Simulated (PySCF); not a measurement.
Coordinates in bohr (charge 0 multiplicity 1):
```
V    -0.1650    0.5516    0.0000
O     0.4473   -2.3252    0.0000
H     2.8953    2.9992    0.0000
H     1.9419    4.0917    0.0000
H    -3.2352    1.5467    0.0000
```

Level of theory: PBE0 in PySCF with V def2-TZVP, O def2-TZVP, H def2-TZVP; no relativity; density-fitted integrals.

This geometry of H₃VO is a stationary point at this level.

Q: What is the point group?

A: Cs.

Q: Is it a minimum?

A: No: it has 1 imaginary mode, at 248i cm⁻¹ (a'').

Q: List the harmonic modes with their infrared intensities.

A: 
```csv
symmetry,ω (cm⁻¹),IR (km/mol)
a'',248i,–
a',132,2.1
a',461,133
a',532,1.5
a',874,23.3
a',1132,237
a'',1297,668
a',1674,191
a',4028,116
```

Q: What are the dipole moment and the gap between the highest occupied and lowest empty levels?

A: 4.83 D and 3.39 eV.

Q: Give the atomic charges and bond orders.

A: 
```tsv
atom	Mulliken	Löwdin	polar tensor	Mayer order to V1
V1	0.66	0.22	1.19	–
O2	-0.54	-0.21	-0.84	2.21
H3	0.06	0.09	-0.04	0.16
H4	0.06	0.10	0.17	0.21
H5	-0.24	-0.20	-0.48	0.91
```
Other Mayer orders above 0.3: H–H 0.81.

Stability towards spin polarisation was not tested. Only a few start shapes were tried, so a lower isomer may exist. At this level a singlet minimum of C3v symmetry lies 85 kJ/mol below this structure.
